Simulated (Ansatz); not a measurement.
Consider the ligand exchange at a B–Br bond: `OB(F)Br` + dimethylamine → `CN(C)B(O)F` + HBr.

Isolated molecules relaxed with PBE0-D4/def2-TZVP in Ansatz; ΔE leaves out vibrations. CCSD(T)/CBS adds triple-zeta CCSD(T) − MP2 to the extrapolated MP2 energy (def2 sets, frozen cores). Functionals use def2-TZVPP. B3LYP here is the variant with VWN-RPA as its local correlation; programs differ in this. HSE06 is defined as in plane-wave codes. For Br outer-core shells are correlated without core-valence functions, which leaves a few kJ/mol of doubt a bond. Scalar relativity is left out up to krypton. Each species was taken in one conformer, which may not be the lowest.

| level | ΔE (kcal/mol) | difference from CCSD(T)/CBS |
| --- | --- | --- |
| PBE-D4 | -6.4 | 1.1 |
| B3LYP-D4 | -8.1 | -0.6 |
| HSE06-D4 | -7.0 | 0.5 |
| BHLYP-D4 | -8.6 | -1.1 |
| CAM-B3LYP-D4 | -9.2 | -1.7 |
| r2SCAN | -6.6 | 0.9 |
| r2SCANh | -6.8 | 0.7 |
| r2SCAN0 | -7.1 | 0.4 |
| BHLYP | -7.9 | -0.4 |
| HF/def2-SVP | -8.9 | -1.4 |
| HF/def2-TZVPP | -6.8 | 0.7 |
| CCSD(T)/def2-TZVPP | -7.9 | -0.4 |
| HF/def2-QZVPP | -6.9 | 0.6 |
| MP2/def2-QZVPP | -6.8 | 0.7 |
| SCS-MP2/def2-QZVPP | -6.9 | 0.6 |
| HF/CBS(def2) | -6.9 | 0.6 |
| CCSD(T)/CBS | -7.5 | 0 |

Largest T1 diagnostic among the species: 0.011.

The D4 term adds −1.2 kcal/mol with B3LYP and −0.7 kcal/mol with PBE0; it sums over pairs of atoms, weighted by their polarisabilities, and B3LYP, whose exchange is more repulsive, gets the larger term. At CCSD(T), def2-SVP lies −2.3 kcal/mol from the extrapolated value and def2-TZVPP −0.4 kcal/mol. Leaving LDA and LC-ωPBE aside and taking each functional with its dispersion term where it has one, the values, not all of them listed here, spread over 3.1 kcal/mol, from CAM-B3LYP-D4 to revPBE-D4. LDA lies −4.4 kcal/mol from PBE without D4.
